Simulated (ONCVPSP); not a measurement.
# I, ONCV: configuration errors across variants

- Element: iodine
- Generator: ONCVPSP 4.0.1
- Type: optimised norm-conserving Vanderbilt (ONCV)
- Functional: PBEsol
- Relativity: scalar-relativistic
- Frozen core: [Kr] 4d10
- Valence charge: 7
- Reference configuration: 5s2 5p5
- Partial waves: 5s: rc 1.75 bohr, ncon 4, nbas 8, qcut 3.2 1/bohr, 2 projectors, debl 1.3 Ha; 5p: rc 2.20 bohr, ncon 5, nbas 8, qcut 3.3 1/bohr, 2 projectors, debl 0.5 Ha
- Local potential: polynomial inside 1.50 bohr (lpopt 5, dvloc0 0 Ha)
- Core correction: Teter function, fcfact 4.25, rcfact 1.1

All-electron excitation energies from the reference (eV): (1) 5s2 5p4 11.151; (2) 5s2 5p3 31.035; (3) 5s2 5p2 60.421; (4) 5s2 5p1 99.917.

1 further variants failed, have other tests or another functional or relativity, and are left out.

A true bound ghost makes a file unfit for plane-wave use even where its test errors are small: the radial tests pick states by their node count and pass the ghost by.

Errors AE − PS in meV (a dash: test not solved or not reliable):

| change | (1) | (2) | (3) | (4) | bound ghosts | GHOST(+) flags above zero |
| --- | --- | --- | --- | --- | --- | --- |
| base | -5.9 | -25 | -64 | -130 | none | s |
| s: rc 2.36 | -5.1 | -19 | -43 | -73 | none | s |
| core correction Teter function, fcfact 4.25, rcfact 2.02 | -94 | -424 | -1075 | -2142 | none | s |
| local potential polynomial inside 1.30 bohr (lpopt 5, dvloc0 2 Ha) | -5.9 | -25 | -64 | -130 | s | p |
| local potential polynomial inside 1.50 bohr (lpopt 5, dvloc0 1 Ha) | -5.9 | -25 | -64 | -130 | none | s, p |
| core correction Teter function, fcfact 4, rcfact 1.65 | -22 | -127 | -395 | -928 | none | s |
| p: debl 0.7 | -5.9 | -25 | -64 | -130 | none | s, p |

(1) Give the same row for: p: ncon 3, nbas 6.

Answers

(1) -6.1, -32, -98, -227; bound ghosts: none; GHOST(+) flags above zero: s, p.
